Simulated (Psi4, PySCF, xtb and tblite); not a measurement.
Torsional profile of SMILES [SiH2]([GeH3])CF (CH7FGeSi). Scanned: dihedral F1–C2–Si3–Ge4; all other coordinates were relaxed at GFN2-xTB. Points at φ and −φ are mirror images.

Atom numbering (GFN2-xTB optimised geometry, Å):
```
11

F     -1.0173     1.3565    -0.7327
C     -1.6262     0.2838    -0.0922
Si    -0.2238    -0.8870     0.5142
Ge     1.6701     0.2612    -0.2193
H     -2.2268     0.7093     0.7133
H     -2.2959    -0.1698    -0.8245
H     -0.3521    -1.0295     1.9674
H     -0.4391    -2.2025    -0.0956
H      2.9707    -0.4130     0.1144
H      1.8116     1.6339     0.3552
H      1.7289     0.4569    -1.7001
```

Methods: PBE0-D3(BJ)/def2-TZVP // GFN2-xTB (Psi4); RHF/STO-3G = restricted Hartree-Fock/STO-3G // GFN2-xTB (PySCF 2.14.0); RKS-B3LYP/6-31G* = restricted B3LYP/6-31G*, spherical d, density fitting // GFN2-xTB in PySCF; HF/cc-pVTZ // GFN2-xTB (Psi4); GFN2-xTB (xtb and tblite); MP2/cc-pVTZ = DF-MP2 (frozen core)/cc-pVTZ // GFN2-xTB run with Psi4 1.11.

Energies in kcal/mol, each method relative to its own lowest point.

```
φ / °  PBE0-D3(BJ)/def2-TZVP  RHF/STO-3G  RKS-B3LYP/6-31G*  HF/cc-pVTZ  GFN2-xTB  MP2/cc-pVTZ
-----  ---------------------  ----------  ----------------  ----------  --------  -----------
-150                     0.9         0.7               1.1         1.1       2.0          1.3
-120                     2.0         1.4               2.4         2.2       2.5          2.5
-90                      1.0         0.9               1.4         1.1       2.0          1.4
-60                      0.1         0.6               0.0         0.0       1.1          0.0
-30                      1.0         1.5               0.6         1.3       0.2          0.7
0                        1.8         1.5               1.3         2.2       0.0          1.6
30                       1.0         1.5               0.6         1.3       0.2          0.7
60                       0.1         0.6               0.0         0.0       1.1          0.0
90                       1.0         0.9               1.4         1.1       2.0          1.4
120                      2.0         1.4               2.4         2.2       2.5          2.5
150                      0.9         0.7               1.1         1.1       2.0          1.3
180                      0.0         0.0               0.2         0.2       1.5          0.3
```

Root-mean-square difference from the MP2/cc-pVTZ profile, itself a level with limits, after the best constant shift (kcal/mol): PBE0-D3(BJ)/def2-TZVP 0.3, RHF/STO-3G 0.7, RKS-B3LYP/6-31G* 0.1, HF/cc-pVTZ 0.3, GFN2-xTB 0.8.
